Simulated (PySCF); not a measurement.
C₇H₈FNSi.
Cartesian coordinates in Å at the PBE0-D3(BJ)/def2-SVP level; atoms count from 1:
```
atom  x, y, z in Å
F1    -3.4092    2.1356   -0.2853
C2    -2.5585    1.1281   -0.0986
C3    -3.0596   -0.1429    0.1556
C4    -2.1628   -1.1957    0.3512
C5    -0.7922   -0.9759    0.2930
C6    -0.3029    0.3119    0.0357
C7     1.1488    0.5611   -0.0291
N8     2.0155   -0.3490    0.1439
Si9    3.7473   -0.1218    0.0752
C10   -1.1932    1.3729   -0.1623
H11   -4.1402   -0.2916    0.1968
H12   -2.5488   -2.1978    0.5513
H13   -0.0692   -1.7801    0.4422
H14    1.4178    1.6202   -0.2433
H15    4.1247    1.3030   -0.2175
H16    4.3298   -0.5272    1.3873
H17    4.2970   -1.0065   -0.9928
H18   -0.8358    2.3855   -0.3644
```

All values: PBE0/pcSseg-1 (PySCF, non-relativistic), on one gas-phase PBE0-D3(BJ)/def2-SVP geometry that isn't relaxed in the solvent. The solvent is an IEF-PCM continuum (van der Waals radii × 1.2). Specific hydrogen bonds and non-electrostatic terms are outside this model.

```tsv
run	E − E(gas) (kJ/mol)	HOMO (eV)	HOMO–LUMO gap (eV)	dipole (D)
gas	0.00	-7.35	5.43	0.29
P	-12.40	-7.31	5.45	0.51
Q	-18.25	-7.33	5.47	0.69
```

Q: The runs were made in chloroform and water. Which run belongs to which solvent?

A: P = chloroform, Q = water. The dielectric constants are 4.711 (chloroform), 78.36 (water), and the energy falls further as ε rises. In this model the ground state sees the solvent through ε alone.

Q: How constant is the ratio of the lowering to (ε − 1)/(2ε + 1)?

A: 
| solvent | (ε − 1)/(2ε + 1) | E − E(gas) (kJ/mol) | ratio (kJ/mol) | polarisation term (kJ/mol) |
| --- | --- | --- | --- | --- |
| chloroform | 0.356 | -12.40 | -34.8 | -13.77 |
| water | 0.490 | -18.25 | -37.2 | -21.45 |

The ratio changes by +6.8 % in size from chloroform to water. The polarisation term is half the interaction of the solute with the induced surface charges.
